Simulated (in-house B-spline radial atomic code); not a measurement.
Whole-atom quantities along the 42-electron series, configuration [Kr] 4d6. Computed with an all-electron radial atomic-structure program (B-spline basis): non-relativistic Hartree-Fock, average of the configuration, point nuclei.

This level leaves out relativity, spin-orbit splitting included, which matters for heavy ions.

```
  ion   Z  E/Z² (Eh)  Σ<r²> (bohr²)  n(0)/Z³ (bohr⁻³)  Lamb diamagnetic shielding (ppm)  repulsion over attraction
 Ru2+  44    -2.2937         30.849           0.69886                            4254.6                    0.15788
 Rh3+  45     -2.313         26.359            0.6997                            4378.6                     0.1561
 Pd4+  46    -2.3318         23.061           0.70052                           4502.22                    0.15423
 Ag5+  47      -2.35          20.49           0.70132                           4625.59                    0.15232
 Cd6+  48    -2.3677         18.409           0.70209                           4748.76                    0.15038
 In7+  49    -2.3849         16.682           0.70284                           4871.78                    0.14843
 Sn8+  50    -2.4016         15.222           0.70358                           4994.69                    0.14649
 Sb9+  51    -2.4179         13.969           0.70429                           5117.49                    0.14456
Te10+  52    -2.4337         12.881           0.70498                           5240.21                    0.14265
 I11+  53     -2.449         11.929           0.70565                           5362.86                    0.14076
Xe12+  54     -2.464         11.088            0.7063                           5485.45                    0.13889
Cs13+  55    -2.4785          10.34           0.70694                           5607.99                    0.13706
```

(1) With what power of Z does the column «Σ<r²> (bohr²)» change over this range?

## Answers

(1) A fit of the logarithm of its size against log Z from Z = 44 to 55 has slope -4.79. Unscreened non-relativistic hydrogenic orbitals would give -2.
